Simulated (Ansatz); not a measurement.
Compare A (`Cc1ccccc1N`) with its isomer B (`Cc1ccnc(C)c1`).

Computed with Ansatz on PBE0-D4/def2-TZVP structures; ΔE is electronic, products minus reactants. CBS: MP2 limit from def2 TZ/QZ plus the TZ coupled-cluster correction, frozen cores. DFT in def2-TZVPP. One conformer a species, not always the lowest.

Q: Which isomer does CCSD(T)/CBS put lower? Give the gap. (Best estimate.)

A: The calculation gave: A, by 13.8 kJ/mol.

Q: Give E(B) − E(A) in kJ/mol with PBE0-D4, BLYP-D4, PBE-D4, MP2/def2-TZVPP, r2SCAN-D4, CCSD/def2-TZVPP, B2PLYP. (Best estimate.)

A: Computed: PBE0-D4 17.1, BLYP-D4 12.6, PBE-D4 16.9, MP2/def2-TZVPP 15.9, r2SCAN-D4 16.8, CCSD/def2-TZVPP 9.0, B2PLYP 10.6. None reverses the order clearly.

Largest T1 diagnostic: 0.012.

Leaving LDA and LC-ωPBE aside and taking each functional with its dispersion term where it has one, the values, not all of them listed here, spread over 9.1 kJ/mol, from ωB97X-V to r2SCAN0-D4. LDA lies +14.6 kJ/mol from PBE without D4. At CCSD(T), def2-SVP lies −15.4 kJ/mol from the extrapolated value and def2-TZVPP −4.9 kJ/mol.
